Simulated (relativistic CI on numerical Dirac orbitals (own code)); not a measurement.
Electric-dipole transitions in K X

Calculated at this level of theory: Dirac-Coulomb-Breit CI, orbitals from a KLI potential per configuration, model QED (radiative potential, 1s self-energy scaled to tabulated hydrogen-like ionisation energies), unscaled Slater integrals (own radial code, finite nucleus).

CI space (outside the closed core 1s2): 2s2 2p6, 2s2 2p5 3s, 2s2 2p5 3p, 2s2 2p5 3d, 2s 2p6 3s, 2s 2p6 3p, 2s2 2p5 4s, 2s2 2p5 4p, 2s 2p6 3d, 2s2 2p5 4d, 2s2 2p5 4f, 2s2 2p4 3s2, 2s2 2p4 3s 3p, 2s 2p6 4s, 2s2 2p4 3p2, 2s 2p6 4p. Levels of other configurations are missing.

```
λ vac (Å)                  Lower                  Upper   A (s⁻¹)  log gf  S velocity/length
   29.615       2s2 2p6 1S_0 [1]  2s2 2p5 4d 1P°_1 [67]  1.89e+12   -0.13               0.94
   35.300       2s2 2p6 1S_0 [1]  2s2 2p5 3d 1P°_1 [27]  4.20e+12    0.37               0.96
   115.54   2s2 2p5 3s 3P°_2 [2]   2s2 2p5 4p 3D_3 [39]  2.56e+10   -0.45               1.03
   127.78    2s2 2p5 3p 3D_2 [8]  2s2 2p5 4d 3F°_3 [52]  4.34e+10   -0.13               1.02
   128.00    2s2 2p5 3p 3D_3 [7]  2s2 2p5 4d 3F°_4 [50]  5.23e+10    0.06               1.03
   128.71   2s2 2p5 3p 1D_2 [13]  2s2 2p5 4d 1F°_3 [60]  5.12e+10   -0.05               1.02
   129.31   2s2 2p5 3p 3P_2 [10]  2s2 2p5 4d 3D°_3 [54]  4.28e+10   -0.12               1.01
   146.38   2s2 2p5 3s 3P°_2 [2]    2s 2p6 3s 3S_1 [28]  5.29e+10   -0.29               0.75
   156.09    2s2 2p5 3p 3D_3 [7]  2s2 2p5 4s 3P°_2 [30]  4.36e+10   -0.10               0.99
   164.93  2s2 2p5 3d 3P°_0 [16]   2s2 2p5 4f 3D_1 [56]  6.09e+10   -0.13               1.00
   165.35  2s2 2p5 3d 3P°_1 [17]   2s2 2p5 4f 3D_2 [57]  6.91e+10    0.15               1.00
   165.99  2s2 2p5 3d 3P°_2 [18]   2s2 2p5 4f 3D_3 [61]  9.71e+10    0.45               1.00
   166.63  2s2 2p5 3d 3F°_4 [19]   2s2 2p5 4f 3G_5 [63]  1.55e+11    0.85               1.00
   167.69  2s2 2p5 3d 3F°_3 [20]   2s2 2p5 4f 1G_4 [64]  1.26e+11    0.68               1.00
   167.97  2s2 2p5 3d 3D°_1 [23]   2s2 2p5 4f 3F_2 [69]  5.65e+10    0.08               1.00
   168.24  2s2 2p5 3d 3F°_2 [24]   2s2 2p5 4f 3G_3 [70]  1.29e+11    0.58               1.00
   168.90  2s2 2p5 3d 3F°_2 [21]   2s2 2p5 4f 1F_3 [65]  1.11e+11    0.52               1.00
   169.12  2s2 2p5 3d 3D°_3 [26]   2s2 2p5 4f 3G_4 [71]  1.44e+11    0.74               0.99
   169.87  2s2 2p5 3d 3D°_2 [25]   2s2 2p5 4f 3F_3 [68]  1.19e+11    0.56               1.00
   170.24  2s2 2p5 3d 3D°_3 [22]   2s2 2p5 4f 3F_4 [66]  1.20e+11    0.67               0.99
   174.65  2s2 2p5 3d 3D°_1 [23]   2s2 2p5 4f 1D_2 [62]  5.71e+10    0.12               0.98
   181.21  2s2 2p5 3d 1P°_1 [27]   2s2 2p5 4f 3F_2 [69]  5.48e+10    0.13               0.97
   189.01  2s2 2p5 3d 1P°_1 [27]   2s2 2p5 4f 1D_2 [62]  4.13e+10    0.04               0.95
   435.50    2s2 2p5 3p 3S_1 [6]  2s2 2p5 3d 3P°_2 [18]  3.69e+09   -0.28               0.88
   445.75    2s2 2p5 3p 3S_1 [6]  2s2 2p5 3d 3P°_1 [17]  4.89e+09   -0.36               0.89
   463.09   2s2 2p5 3p 3D_1 [11]  2s2 2p5 3d 3F°_2 [24]  6.21e+09    0.00               1.02
   468.96    2s2 2p5 3p 3D_2 [8]  2s2 2p5 3d 3F°_3 [20]  5.85e+09    0.13               1.10
   471.26    2s2 2p5 3p 3D_1 [9]  2s2 2p5 3d 3F°_2 [21]  4.58e+09   -0.12               1.08
   471.86   2s2 2p5 3p 1D_2 [13]  2s2 2p5 3d 3D°_3 [26]  6.73e+09    0.20               1.04
   474.06   2s2 2p5 3p 3P_2 [10]  2s2 2p5 3d 3D°_3 [22]  5.61e+09    0.12               1.05
   474.21   2s2 2p5 3p 3P_1 [14]  2s2 2p5 3d 3D°_2 [25]  5.29e+09   -0.05               0.99
   476.36    2s2 2p5 3p 3D_3 [7]  2s2 2p5 3d 3F°_4 [19]  6.60e+09    0.31               1.09
   482.04   2s 2p6 3p 3P°_2 [36]    2s 2p6 3d 3D_3 [74]  6.53e+09    0.20               1.03
   574.19   2s2 2p5 3s 3P°_2 [2]   2s2 2p5 3p 3P_2 [10]  1.94e+09   -0.32               0.81
   602.05   2s2 2p5 3s 3P°_1 [3]   2s2 2p5 3p 3P_2 [10]  1.17e+09   -0.50               0.93
   621.69   2s2 2p5 3s 3P°_2 [2]    2s2 2p5 3p 3D_2 [8]  1.19e+09   -0.46               0.99
   624.03   2s2 2p5 3s 3P°_2 [2]    2s2 2p5 3p 3D_3 [7]  2.75e+09    0.05               1.12
   624.64   2s2 2p5 3s 3P°_1 [3]    2s2 2p5 3p 3D_1 [9]  2.21e+09   -0.41               1.00
   625.52   2s2 2p5 3s 1P°_1 [5]   2s2 2p5 3p 1D_2 [13]  2.51e+09   -0.13               1.06
   654.48   2s2 2p5 3s 3P°_1 [3]    2s2 2p5 3p 3D_2 [8]  1.37e+09   -0.36               1.18
   1291.4   2s2 2p5 4p 3D_2 [40]  2s2 2p5 4d 3F°_3 [52]  1.21e+09    0.33               1.00
   1300.7   2s2 2p5 4p 3D_2 [45]  2s2 2p5 4d 1F°_3 [60]  1.41e+09    0.40               0.98
   1303.1   2s2 2p5 4p 3P_2 [42]  2s2 2p5 4d 3D°_3 [54]  1.14e+09    0.31               0.98
   1315.7   2s2 2p5 4p 3D_3 [39]  2s2 2p5 4d 3F°_4 [50]  1.38e+09    0.51               1.00
   1548.0  2s2 2p5 4s 3P°_2 [30]   2s2 2p5 4p 3D_3 [39]  6.56e+08    0.22               1.03
```

Terms are leading LS components. Brackets give the number of a level in order of energy, since labels repeat. The list gives strong lines, with weight on those to low levels, among the lowest 81 of 179 levels, so that lines to higher ones, which can be the strongest, are missing. Levels whose partners in the same complex of configurations lie outside the list can be far off, and so can their lines. Rates are taken at the computed energies, electric ones in the length gauge. A velocity-to-length ratio far from 1 marks an uncertain rate.

At this charge energies of transitions that change n are usually good to better than 1 %, and those within a shell (Δn = 0) to a few per cent.

LS names give the leading component of a level, which can be under half, so a name can repeat, a term be missing and a line seem to break the LS rules.
